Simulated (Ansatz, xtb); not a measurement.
## C5H7FS: which of two isomers lies lower

Structure a: `C=C1CC[C@H](F)S1`, a singlet. Structure b: `CC1=CSC[C@@H]1F`, a singlet. Both are isolated molecules in the gas phase, relaxed with r2SCAN-D4/def2-SVP; the shapes shown needn't be the lowest conformers.

a (Å):

```xyz
14

C    -2.4396   -0.3423   -2.1942
C    -1.6402   -0.5918   -1.1475
C    -0.1631   -0.9047   -1.1921
C     0.4259   -0.4338    0.1366
C    -0.5408   -0.9116    1.2073
F    -0.3416   -2.2636    1.4290
S    -2.2095   -0.5958    0.5410
H    -3.5076   -0.1432   -2.0757
H    -2.0285   -0.3439   -3.2075
H     0.3141   -0.4381   -2.0671
H    -0.0314   -1.9985   -1.2761
H     1.4288   -0.8428    0.3367
H     0.4826    0.6666    0.1689
H    -0.4422   -0.3966    2.1768
```

b (Å):

```xyz
14

C     0.2782    1.5611   -0.0528
C    -0.6155    0.3744    0.0941
C    -0.7126   -0.6716   -0.7542
C    -2.2403   -1.0638    1.2365
C    -1.6674    0.3479    1.1676
F    -2.6724    1.2670    0.8283
S    -1.9170   -1.8863   -0.3750
H     0.9190    1.4816   -0.9426
H    -0.3249    2.4814   -0.1422
H     0.9297    1.6897    0.8296
H    -0.1166   -0.8056   -1.6616
H    -1.7350   -1.6478    2.0215
H    -3.3196   -1.0380    1.4443
H    -1.2904    0.6664    2.1574
```

Quicker runs give these differences E(b) − E(a): GFN2-xTB −0.121 eV; HF/STO-3G −0.022 eV (at GFN2-xTB geometries); r2SCAN-D4/def2-SVP//GFN2-xTB +0.019 eV.

Estimate E(b) − E(a) at the level CCSD(T)/def2-SVP + ΔMP2/def2-TZVPP.

Too close to call at this level: CCSD(T)/def2-SVP + ΔMP2/def2-TZVPP gives E(b) − E(a) = −0.019 eV.

The same difference at several levels:

| level | geometry | E(b) − E(a) (eV) | departure from the last row (eV) | job, with rough time for the two |
| --- | --- | --- | --- | --- |
| GFN2-xTB | GFN2-xTB | −0.121 | −0.102 | optimisation, 0.14 s |
| HF/STO-3G | GFN2-xTB | −0.022 | −0.003 | single point, 0.36 s |
| r2SCAN-D4/def2-SVP//GFN2-xTB | GFN2-xTB | +0.019 | +0.037 | single point, 4 s |
| r2SCAN-D4/def2-SVP | r2SCAN-D4/def2-SVP | −0.010 | +0.009 | optimisation, 45 s |
| HF/def2-SVP | r2SCAN-D4/def2-SVP | −0.022 | −0.004 | part of the CCSD(T) run |
| MP2/def2-SVP | r2SCAN-D4/def2-SVP | −0.016 | +0.003 | part of the CCSD(T) run |
| CCSD(T)/def2-SVP | r2SCAN-D4/def2-SVP | −0.004 | +0.015 | single point |
| CCSD(T)/def2-SVP + ΔMP2/def2-TZVPP | r2SCAN-D4/def2-SVP | −0.019 |  | single point, 75 s |

As drawn, both hold the same kinds of bond in the same numbers. Structure a has 0 methyl groups, b 1.

The largest departure from CCSD(T)/def2-SVP + ΔMP2/def2-TZVPP is that of GFN2-xTB, 0.102 eV. The last row adds to CCSD(T) the change of the MP2 difference between the two basis sets, here −0.015 eV.

With thermal terms from frequencies at re-optimised GFN2-xTB minima (ideal gas, soft modes damped towards free rotors, one conformer each, 298.15 K, 1 atm): on the last row, ΔE + ΔZPE = −0.033, ΔH = −0.021, ΔG = −0.053 eV.

The correlated steps freeze 11 core orbitals. Programs: Ansatz 0.2.0, xtb 6.7.1; the last row on 4 threads of Arm Neoverse V1 on a shared host.
